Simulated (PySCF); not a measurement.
**Bonding in `C=C[C@@H]1[C@H]([SiH3])[P@H]1=O`**

Species: C4H9OPSi.
SMILES with atom numbers: `[CH2:1]=[CH:2][C@@H:3]1[C@H:4]([SiH3:5])[P@H:6]1=[O:7]` (hydrogens: H8, H9 on C1; H10 on C2; H11 on C3; H12 on C4; H13, H14, H15 on Si5; H16 on P6)

Cartesian coordinates in Å at the PBE0-D3(BJ)/def2-SVP level; atoms count from 1:
```xyz
16
C4H9OPSi angstrom
C     -0.5536    2.3848   -1.1584
C     -0.1626    1.1445   -0.8535
C     -0.8657    0.2518    0.0860
C     -0.0742   -0.7663    0.9879
Si     1.7941   -0.9239    0.9600
P     -1.1518   -1.5019   -0.2395
O     -2.3943   -2.2916   -0.0130
H     -0.0032    2.9897   -1.8822
H     -1.4372    2.8359   -0.6967
H      0.7313    0.7354   -1.3412
H     -1.7117    0.7153    0.6093
H     -0.4928   -0.8318    2.0015
H      2.1851   -2.0656    1.8380
H      2.2627   -1.2013   -0.4331
H      2.4486    0.3294    1.4416
H     -0.3358   -1.8457   -1.3474
```

Bond orders from the PBE0/pcSseg-1 density (PySCF). One conformer (not necessarily the lowest) at the PBE0-D3(BJ)/def2-SVP geometry, without solvent, vibrations or thermal averaging.

Problem. Where do the orders between heavy atoms depart from those drawn in the SMILES?

Solution. The largest departure is 0.169, at P6–C3 (drawn single, 0.831). Drawn single, order below 0.88: C3–C4 (0.848), C4–Si5 (0.848), C4–P6 (0.858) and P6–C3 (0.831).

Problem. Give the Mayer order of every bond between heavy atoms, beside its length.

Solution. 
```tsv
bond	drawn as	length (Å)	Mayer order
C1–C2	double	1.336	1.961
C2–C3	single	1.474	1.013
C3–C4	single	1.574	0.848
C4–Si5	single	1.875	0.848
C4–P6	single	1.791	0.858
P6–O7	double	1.490	1.843
P6–C3	single	1.806	0.831
```

Bonds between the same two heavy elements. C–C: lowest C3–C4 (0.848, 1.574 Å), highest C1–C2 (1.961, 1.336 Å). C–P: lowest P6–C3 (0.831, 1.806 Å), highest C4–P6 (0.858, 1.791 Å).

Problem. And the bonds to hydrogen?

Solution. C–H: 0.92 to 0.96 (5 bonds); H–Si: 0.94 to 0.95 (3 bonds); H–P: 0.87 (1 bond).

Problem. Sum the orders of all bonds at each heavy atom with more than one neighbour and set the sums beside the valence in the SMILES.

Solution. C1 3.862 (drawn 4), C2 3.912 (drawn 4), C3 3.628 (drawn 4), C4 3.476 (drawn 4), Si5 3.679 (drawn 4), P6 4.400 (drawn 5). Orders between atoms that aren't bonded are not in these sums.

Mayer orders depend on the basis set.
